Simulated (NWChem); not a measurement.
System: H2PO4, doublet; SMILES [O]P(O)(=O)O

Here is an NWChem input.

```
start job
memory heap 200 mb stack 900 mb global 1100 mb
geometry units angstroms noautosym nocenter noautoz
  O      0.114900     1.171698    -1.091439
  P     -0.074352     0.123532     0.002288
  O      0.059329     0.917972     1.297493
  O      0.954347    -1.120461    -0.078271
  O     -1.450706    -0.673762    -0.162786
  H      1.870726    -0.853669     0.109154
  H     -1.340653    -1.635206    -0.074266
end
basis spherical
  O library def2-svp
  P library def2-svp
  H library def2-svp
end
dft
  odft
  mult 2
  xc xpbe96 cpbe96
  iterations 150
end
cosmo
  do_cosmo_smd true
  solvent cychexon
end
task dft energy
```

Coordinates come from a B3LYP/6-31G* (spherical d), spin-unrestricted optimisation. No stability test was run on the SCF state. Solvent: cyclohexanone.

Level: PBE/def2-SVP with SMD (1 M gas to 1 M solution), gas-phase geometry. Reactions with the solvent are ignored.

Predict the main results of this run. (PBE/def2-SVP, spin-unrestricted, SMD on the gas-phase geometry.) Quantities: solvation free energy (kcal/mol); cavity-dispersion-structure term (kcal/mol); dipole in solution (D).


- solvation free energy (kcal/mol) = -9.5
- cavity-dispersion-structure term (kcal/mol) = -2.9
- dipole in solution (D) = 4.43
